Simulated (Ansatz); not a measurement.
A structure relaxed at PBE0-D4/def2-TZVP in Ansatz, charge 0, singlet:

```xyz
6

Cd   -0.220    0.579    1.002
C     0.173   -0.452   -0.785
H     0.625    0.227   -1.508
H    -0.759   -0.844   -1.191
H     0.857   -1.276   -0.587
Br   -0.675    1.766    3.070
```

(1) Give its formula, name or SMILES and point group.

(2) Summarise the bond lengths by kind (pairs closer than 1.2 times the sum of covalent radii, bridged metal pairs left out).

Answers

(1) CdMeBr (CH₃BrCd). Point group C3v (tolerance 0.1 Å).

(2) 1 × C–Cd 2.10 Å; 1 × Br–Cd 2.43 Å; 3 × C–H 1.09 Å. The metal has 2 neighbours: C 2.10 Å, Br 2.43 Å.

In the def2 sets Cd takes a core potential; there is no spin–orbit coupling.
